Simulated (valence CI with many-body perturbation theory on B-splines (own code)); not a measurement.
Co²⁰⁺: electric-dipole lines

Computed by relativistic CI+MBPT: five valence electrons over a frozen Dirac-Fock core [He], radial functions for each j: 11 s, 11 p, 10 d, 8 f, 5 g, 2 h, with the one-electron correlation potential Σ1, the two-electron term Σ2, the three-electron term Σ3, Breit, model QED; selected CI, second order for the rest, scaled by the run's own slope (own B-spline code, finite nucleus).

No measured spectrum was set against this ion. As an estimate, levels of excited configurations hold to 0.05 to 0.15 % of their energy, terms of the ground configuration to about 0.5 %. Among the levels kept, up to 5400 cm⁻¹ of a level comes from second order outside the variational space, and about a tenth of that is noise between levels of different J, which matters for small intervals.

Lines 101 to 150 of 596 in falling wavelength, among levels below 87.573 Ry, chosen from the strongest by gf and those to the six lowest levels. Wavelengths and rates use the calculated energies, so an error of 700 cm⁻¹ moves a line at 369.3 Å by 0.26 % and its rate by three times that or more. Electric multipoles are in the length gauge, E1 and E2 with the static RPA response of the core. Weak lines are less certain than strong ones. Lines between different terms over intervals too small for the method are left out, as are lines whose strength nearly cancels. Where a level lies close to another of its J and parity, the split of strength between their lines is uncertain. The highest levels of a list are the least certain.

Names give the largest LS component (configuration and term), which can be under half, so a name can repeat, a term be missing and a line seem to break the LS rules; names also repeat where a configuration has a term twice. Letters in brackets count levels of one name in rising energy.

```tsv
λ vac (Å)	Upper	Lower	A (s⁻¹)	S (a.u.) with core polarisation	S without
369.3	2s2p³3p ²P_1/2 [b]	2s2p³3s ⁴P°_3/2	2.20e+09	1.09e-01	1.09e-01
369.3	2s²2p²3d ²F_5/2	2s²2p²3p ²D°_3/2 [a]	2.47e+09	3.68e-01	3.68e-01
368.4	2s2p³3p ²P_3/2 [c]	2s2p³3s ⁴S°_3/2 [b]	1.05e+09	1.04e-01	1.04e-01
367.4	2s²2p²3d ²D_3/2 [a]	2s²2p²3p ²P°_1/2 [a]	1.30e+09	1.27e-01	1.27e-01
367.3	2s²2p²3d ⁴F_5/2 [b]	2s²2p²3p ⁴D°_5/2	6.89e+08	1.01e-01	1.01e-01
367.3	2s2p³3d ⁶D°_1/2	2s2p³3p ⁶P_3/2	3.37e+09	1.65e-01	1.65e-01
367.2	2s2p³3d ⁴D°_5/2 [c]	2s2p³3p ⁴P_3/2 [c]	1.34e+09	1.96e-01	1.96e-01
367.1	2s2p³3d ²F°_7/2 [a]	2s2p³3p ²D_5/2 [a]	2.16e+09	4.21e-01	4.21e-01
367.1	2s2p³3d ⁴F°_5/2 [b]	2s2p³3p ⁴D_3/2 [b]	2.58e+09	3.78e-01	3.78e-01
367.0	2s²2p²3d ⁴F_5/2 [a]	2s²2p²3p ⁴D°_3/2 [a]	3.08e+09	4.51e-01	4.51e-01
367.0	2s²2p²3d ⁴P_5/2	2s²2p²3p ⁴S°_3/2	8.90e+08	1.30e-01	1.30e-01
366.9	2s2p³3d ⁶D°_3/2	2s2p³3p ⁶P_3/2	2.40e+09	2.34e-01	2.34e-01
366.6	2s2p³3d ⁴F°_5/2 [a]	2s2p³3p ⁴D_3/2 [a]	1.31e+09	1.91e-01	1.91e-01
366.3	2s2p³3d ⁶D°_5/2	2s2p³3p ⁶P_3/2	1.10e+09	1.60e-01	1.60e-01
365.6	2s2p³3d ²F°_7/2 [b]	2s2p³3p ²D_5/2 [b]	2.76e+09	5.33e-01	5.33e-01
364.8	2s2p³3d ⁴P°_3/2 [c]	2s2p³3p ⁴S_3/2	1.11e+09	1.06e-01	1.06e-01
364.8	2s2p³3d ²G°_9/2 [a]	2s2p³3p ²F_7/2 [a]	2.90e+09	6.95e-01	6.95e-01
364.7	2s2p³3d ²G°_7/2 [a]	2s2p³3p ²F_5/2 [a]	2.26e+09	4.32e-01	4.32e-01
364.6	2s2p³3d ²D°_3/2 [b]	2s2p³3p ²P_1/2 [b]	1.09e+09	1.04e-01	1.04e-01
364.0	2s2p³3d ⁴D°_3/2 [c]	2s2p³3p ⁴P_3/2 [c]	1.13e+09	1.08e-01	1.08e-01
364.0	2s2p³3p ²D_3/2 [a]	2s2p³3s ²D°_3/2 [a]	1.92e+09	1.83e-01	1.83e-01
363.1	2s²2p²3p ²P°_1/2 [b]	2s²2p²3s ²D_3/2	2.62e+09	1.24e-01	1.24e-01
362.5	2s2p³3d ²F°_5/2 [a]	2s2p³3p ²D_5/2 [a]	1.45e+09	2.04e-01	2.04e-01
362.3	2s2p³3d ⁴D°_5/2 [b]	2s2p³3p ²P_3/2 [a]	7.26e+08	1.02e-01	1.02e-01
362.2	2s²2p²3p ⁴S°_3/2	2s²2p²3s ⁴P_5/2	2.86e+09	2.68e-01	2.68e-01
361.1	2s²2p²3p ²P°_3/2 [c]	2s²2p²3s ²S_1/2	3.50e+09	3.25e-01	3.25e-01
360.2	2s2p³3d ²D°_5/2 [c]	2s2p³3p ²P_3/2 [c]	1.72e+09	2.39e-01	2.39e-01
360.1	2s²2p²3d ²F_7/2 [b]	2s²2p²3p ²F°_5/2 [a]	2.93e+09	5.40e-01	5.40e-01
359.7	2s²2p²3p ²F°_5/2 [a]	2s²2p²3s ²P_3/2	2.54e+09	3.51e-01	3.51e-01
359.0	2s2p³3d ²F°_7/2 [c]	2s2p³3p ²F_7/2 [b]	9.93e+08	1.81e-01	1.81e-01
358.5	2s2p³3d ⁴D°_5/2 [d]	2s2p³3p ⁴P_3/2 [d]	2.16e+09	2.94e-01	2.94e-01
358.0	2s2p³3d ²G°_7/2 [b]	2s2p³3p ²F_5/2 [b]	3.32e+09	6.01e-01	6.01e-01
357.4	2s2p³3d ⁴D°_3/2 [d]	2s2p³3p ²P_1/2 [c]	1.66e+09	1.50e-01	1.50e-01
357.1	2s2p³3p ²D_5/2 [a]	2s2p³3s ²D°_5/2 [a]	3.62e+09	4.88e-01	4.88e-01
356.8	2s2p³3d ⁴G°_5/2	2s2p³3p ⁴F_3/2	2.81e+09	3.78e-01	3.78e-01
356.6	2s²2p²3d ²D_3/2 [b]	2s²2p²3p ²D°_3/2 [b]	1.63e+09	1.46e-01	1.46e-01
356.5	2s²2p²3p ²D°_5/2	2s²2p²3s ²D_5/2	2.70e+09	3.63e-01	3.63e-01
355.8	2s2p³3d ⁴D°_7/2 [c]	2s2p³3p ⁴D_7/2 [b]	1.27e+09	2.25e-01	2.25e-01
354.8	2s2p³3p ²D_5/2 [c]	2s2p³3s ²D°_5/2 [b]	3.52e+09	4.66e-01	4.66e-01
353.9	2s2p³3d ²F°_5/2 [b]	2s2p³3p ²D_3/2 [b]	2.60e+09	3.41e-01	3.41e-01
353.1	2s2p³3d ²G°_7/2 [a]	2s2p³3p ⁴D_7/2 [a]	6.56e+08	1.14e-01	1.14e-01
352.9	2s2p³3p ⁴P_5/2 [c]	2s2p³3s ⁴P°_3/2	1.51e+09	1.96e-01	1.96e-01
352.8	2s2p³3d ⁴D°_3/2 [d]	2s2p³3p ⁴P_3/2 [d]	1.17e+09	1.02e-01	1.02e-01
352.8	2s2p³3d ⁴D°_3/2 [a]	2s2p³3p ⁴P_1/2 [a]	1.63e+09	1.42e-01	1.42e-01
352.2	2s²2p²3d ²D_5/2 [b]	2s²2p²3p ²D°_3/2 [b]	1.15e+09	1.49e-01	1.49e-01
351.0	2s²2p²3d ⁴P_3/2	2s²2p²3p ⁴S°_3/2	1.91e+09	1.63e-01	1.63e-01
350.4	2s²2p²3d ²F_7/2 [a]	2s²2p²3p ⁴P°_5/2	2.48e+09	4.21e-01	4.21e-01
350.1	2s²2p²3d ²F_7/2 [d]	2s²2p²3p ²D°_5/2	2.74e+09	4.65e-01	4.65e-01
348.9	2s2p³3d ⁴D°_7/2 [b]	2s2p³3p ²F_5/2 [a]	1.30e+09	2.18e-01	2.18e-01
348.7	2s2p³3d ⁴F°_3/2 [b]	2s2p³3p ⁴D_1/2 [b]	2.67e+09	2.23e-01	2.23e-01
```
